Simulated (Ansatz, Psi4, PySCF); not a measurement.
C$_{6}$H$_{15}$Al (SMILES C[CH2][Al]([CH2]C)[CH2]C), singlet, at a GFN2-xTB geometry (such geometries of metal compounds can be far from the true shape). Base run: PBE/6-31G* (PySCF).

The PySCF input:
```python
from pyscf import gto, scf, dft

mol = gto.Mole()
mol.atom = '''
    Al    0.232549   -0.091272    0.177819
    C     1.608220    0.294115   -1.238792
    C     1.283667    1.389238   -2.267421
    H     1.875854   -0.620201   -1.790321
    H     2.533214    0.576096   -0.707864
    H     1.068131    2.334321   -1.770271
    H     0.412624    1.117327   -2.859996
    H     2.118905    1.548637   -2.951296
    C    -1.763680   -0.034530   -0.078423
    C    -2.252066    0.366246   -1.479165
    H    -2.217439    0.647448    0.657494
    H    -2.185999   -1.021502    0.167608
    H    -1.840267   -0.300783   -2.235816
    H    -1.938183    1.380587   -1.720207
    H    -3.340277    0.323835   -1.547431
    C     0.944844   -0.589590    1.991071
    C    -0.086424   -1.318267    2.866933
    H     1.301817    0.293989    2.540497
    H     1.835288   -1.227491    1.886130
    H    -0.381631   -2.260931    2.407361
    H    -0.984356   -0.713204    2.988061
    H     0.311820   -1.534864    3.859188
'''
mol.basis = '6-31g*'
mol.charge = 0
mol.spin = 0
mol.verbose = 4
mol.build()

mf = dft.RKS(mol)
mf.xc = 'pbe'
mf.kernel()
```

The same geometry, method and basis name were run in Ansatz (a quantum-chemistry and plane-wave program) and Psi4 and PySCF, at each program's defaults and at the settings that a row names. The base is PySCF at its defaults. Differences at the defaults can come from grids, fitting, cores and function types together.

```json
[
 {"code and settings": "PySCF, defaults (exact integrals, its default grid, spherical functions)", "ΔE vs base (µEh)": "0.0", "basis functions": "132", "E (Eh)": "-479.57641", "SCF cycles": "10", "dipole (D)": "0.05"},
 {"code and settings": "Psi4, defaults (density fitting with its default set, its default grid, Cartesian functions)", "ΔE vs base (µEh)": "-6783", "basis functions": "139", "E (Eh)": "-479.58319", "SCF cycles": "9", "dipole (D)": "0.06"},
 {"code and settings": "Ansatz, defaults (factorised integrals, its default grid, Cartesian functions)", "ΔE vs base (µEh)": "-6656", "basis functions": "139", "E (Eh)": "-479.58306", "SCF cycles": "-", "dipole (D)": "-"},
 {"code and settings": "PySCF, density fitting with def2-universal-jkfit", "ΔE vs base (µEh)": "-156", "basis functions": "132", "E (Eh)": "-479.57656", "SCF cycles": "10", "dipole (D)": "0.05"},
 {"code and settings": "PySCF, fine grid", "ΔE vs base (µEh)": "2.1", "basis functions": "132", "E (Eh)": "-479.57640", "SCF cycles": "10", "dipole (D)": "0.05"},
 {"code and settings": "Psi4, exact integrals, spherical functions, fine grid", "ΔE vs base (µEh)": "3.4", "basis functions": "132", "E (Eh)": "-479.57640", "SCF cycles": "13", "dipole (D)": "0.05"},
 {"code and settings": "Ansatz, high accuracy, Cartesian functions as the basis file defines them", "ΔE vs base (µEh)": "-6651", "basis functions": "139", "E (Eh)": "-479.58306", "SCF cycles": "-", "dipole (D)": "-"}
]
```
